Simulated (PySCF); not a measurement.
H4O3Zr, SMILES [OH][ZrH]([OH])[OH], multiplicity 1. Coordinates come from a B3LYP-D3(BJ)/def2-SVP optimisation. The spin state was assumed, not searched. The structure was generated by enumeration; whether it is a known compound was not checked. The def2 effective core potentials stand for the cores of Zr; spin–orbit coupling is left out. One conformer was computed; it need not be the lowest.

Computed with B3LYP-D3(BJ)/def2-SVP run with PySCF.

Harmonic wavenumbers (cm⁻¹): 150, 171, 171, 191, 302, 302, 363, 363, 409, 531, 531, 721, 737, 737, 1659, 3967, 3967, 3972. Rotational constants (GHz): 4.678, 4.678, 2.675; symmetry number 3.

**Question.** Work out the zero-point energy and the ideal-gas rigid-rotor harmonic-oscillator thermochemistry at 298.15 K and 1 atm.

**Answer.** ZPE = ½ Σ hcν = ½ × 19245 cm⁻¹ = 115.11 kJ/mol. H − E(el) = 138.08 kJ/mol. Entropy in J/(mol K): translation 170.66, rotation 100.11, vibration 73.97, total 344.74. G − E(el) = 35.29 kJ/mol. Cp = 117.40 J/(mol K).
